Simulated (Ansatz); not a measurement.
C3H8Se (`CC[Se]C`), charge 0, multiplicity 1.

Q: Give a relaxed structure at PBE0-D4/def2-TZVP (Ansatz). (Best estimate.)

A: The calculation gave: 
```xyz
12

C     1.6974   -1.1153    0.2201
C     0.5641   -0.1251    0.3835
Se   -0.7055   -0.3054   -1.0886
C    -1.9417    1.0730   -0.5086
H     1.3283   -2.1433    0.2176
H     2.2377   -0.9489   -0.7146
H     2.4112   -1.0171    1.0420
H     0.0208   -0.2963    1.3148
H     0.9334    0.9022    0.3815
H    -1.4418    2.0404   -0.4703
H    -2.3592    0.8234    0.4663
H    -2.7446    1.1125   -1.2438
```
Point group Cs.
This is one stationary point; other conformers may exist.
